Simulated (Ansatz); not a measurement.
`[SiH3][SiH2][GeH2][GeH2][SiH2][GeH3]` + `O[SiH2][SiH3]` → `O[SiH2][GeH3]` + `[SiH3][SiH2][GeH2][GeH2][SiH2][SiH3]`  (redistribution)

Calculated with Ansatz (gas phase, PBE0-D4/def2-TZVP geometries, no zero-point term in ΔE). CBS: MP2 limit from def2 TZ/QZ plus the TZ coupled-cluster correction, frozen cores. DFT in def2-TZVPP. HSE06 is defined as in plane-wave codes. For Ge outer-core shells are correlated without core-valence functions, which leaves a few kJ/mol of doubt a bond. Scalar relativity is left out up to krypton. One conformer a species, not always the lowest.

```tsv
level	ΔE (eV)
HSE06-D4	-0.01
SCS-MP2/def2-TZVPP	0.00
```

Question: What does CCSD(T)/CBS give? (An estimate is asked.)

Answer: Ansatz gave: -0.02 eV. The listed levels differ from it by 0.01, 0.02 eV.

Largest T1 diagnostic among the species: 0.013.

Leaving LDA and LC-ωPBE aside and taking each functional with its dispersion term where it has one, the values, not all of them listed here, spread over 0.01 eV, from CAM-B3LYP-D4 to PBE-D4.
